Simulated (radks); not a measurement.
Results of a calculation; reference values are marked as such.
Initial-state core-level shifts of neutral technetium when its valence configuration changes from [Kr] 4d5 5s2. Level of theory: Dirac Kohn-Sham, BLYP, spin-unpolarised, spherical densities, finite nucleus; open shells fill j = l - 1/2 first; Fermi nuclear charge, rms radius 4.4112 fm (a radial shooting solver on a logarithmic mesh with Libxc functionals). Shifts are changes of the shell-averaged eigenvalues in eV (positive: less bound); the change of the density at the nucleus, which sets a Mossbauer isomer shift, is in e/bohr^3, on a base of 1.002e+05.

\begin{tabular}{lrrrrr}
valence & 1s & 2s & 2p & 4s & density at nucleus \\ \hline
4d3 5s2 5p2 & -10.365 & -10.962 & -10.918 & -9.692 & +18.14 \\
4d5 5s1 5p1 & -1.385 & -1.351 & -1.352 & -1.380 & -12.35 \\
4d4.5 5s2 5p0.5 & -2.448 & -2.566 & -2.557 & -2.364 & +4.11 \\
4d4 5s2 5p1 & -4.971 & -5.230 & -5.209 & -4.757 & +8.49 \\
4d5 5p2 & -2.601 & -2.537 & -2.537 & -2.591 & -26.56 \\
4d4 5s1 5p2 & -6.189 & -6.429 & -6.407 & -5.958 & -6.77 \\
4d7 & +5.296 & +5.676 & +5.647 & +5.283 & -29.36 \\
4d5 5s0.5 5p1.5 & -2.009 & -1.960 & -1.960 & -2.001 & -19.24 \\
4d4 5s1.5 5p1.5 & -5.594 & -5.843 & -5.822 & -5.371 & +1.07 \\
\end{tabular}
